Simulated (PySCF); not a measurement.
PrOF at several levels of theory

Computed with PySCF 2.14.0 (density fitting, no spin-orbit coupling) at the geometry relaxed with PBE0:

```xyz
3
PrOF (singlet in the valence; each metal's 4f electrons, 2 of them, lie in its core potential, out of spins and levels)
Pr    0.0441    0.0000   -0.3779
O     1.5696    0.0000    0.7241
F    -1.7030    0.0000    0.8082
```

```tsv
level	basis	state	HOMO (eV)	gap (eV)	charge on Pr1 (e)	population of f-type functions on Pr1 (polarisation alone where 4f lies in the core)	dipole about the centre of mass (D)	largest force component (eV/Å)
PBE0	Pr lcecp-1-SVP with ECP48, O def2-SVP, F def2-SVP	singlet	-6.61	4.64	0.92	0.12	7.49	0.03
B3LYP	the same	singlet	-6.36	4.08	0.88	0.12	7.40	0.48
PBE0	Pr lcecp-1-TZVP with ECP48, O def2-TZVP, F def2-TZVP	singlet	-6.60	4.65	1.27	0.13	7.75	0.32
```

In the lcecp rows the 4f levels are missing from HOMO and gap, and the state counts the valence alone.

Charges are Mulliken's, which hang on the basis. The relaxation used the grid (50, 194), these runs (75, 302) or, all-electron (x2c bases, spin-free X2C Hamiltonian), (99, 590).

Problem. What does PBE with Pr lcecp-1-SVP with ECP48, O def2-SVP, F def2-SVP give here?

Solution. state singlet, HOMO (eV) -5.22, gap (eV) 2.66, charge on Pr1 (e) 0.76, population of f-type functions on Pr1 (polarisation alone where 4f lies in the core) 0.12, dipole about the centre of mass (D) 6.88, largest force component (eV/Å) 0.69. Time: 2 s on 2 threads of Arm Neoverse V1, with other jobs on the host, from an already converged density.

In the first row's basis the gap widens with exact exchange: 2.7 eV for PBE (none); 4.1 to 4.6 eV for B3LYP, PBE0 (a fixed share).

An lcecp potential fixes the number of 4f electrons, so in runs with it no electron can move into or out of that shell.
